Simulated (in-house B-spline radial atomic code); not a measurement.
The numbers below are computed, except where a source is named.
## C6 from the polarisability at imaginary frequency: neutral calcium

RPBE linear response of the closed shell [Ar] 4s2, from an all-electron radial atomic-structure program (B-spline basis); non-relativistic, point nucleus, no spin-orbit coupling; shells from n = 2 respond.

The dispersion coefficient of two like species is C6 = (3/π) ∫ α(iu)² du from 0 to ∞.

| u (hartree) | α(iu) (bohr³) |
| --- | --- |
| 0 | 167.9 |
| 0.03 | 156.1 |
| 0.07 | 119.2 |
| 0.12 | 77.2 |
| 0.2 | 40.83 |
| 0.3 | 22.43 |
| 0.45 | 12.21 |
| 0.7 | 6.555 |
| 1 | 4.073 |
| 1.5 | 2.337 |
| 2.5 | 1.079 |
| 5 | 0.3414 |

(1) Fit one oscillator, α(iu) = α(0)/(1 + u²/ω²), through u = 0.2 and estimate C6.

(2) How does that compare with the full integral?

Results:

(1) From α(0)/α(iu) − 1 = 167.9/40.83 − 1 = 3.1122, ω = u/√3.1122 = 0.1134 hartree (3.1 eV). London's formula gives C6 = (3/4) α(0)² ω = 0.75 × 167.9² × 0.1134 = 2397 hartree·bohr⁶, and the oscillator holds f = α(0) ω² = 2.16 electrons, of a sum of oscillator strengths of 18.6.

(2) The program's quadrature over all excitations gives C6 = 2378, so the single oscillator is off by +0.8 %. At the last point the fit gives α = 0.0863 against 0.341: higher excitations, and deeper shells where there are any, keep the true curve higher at large u.
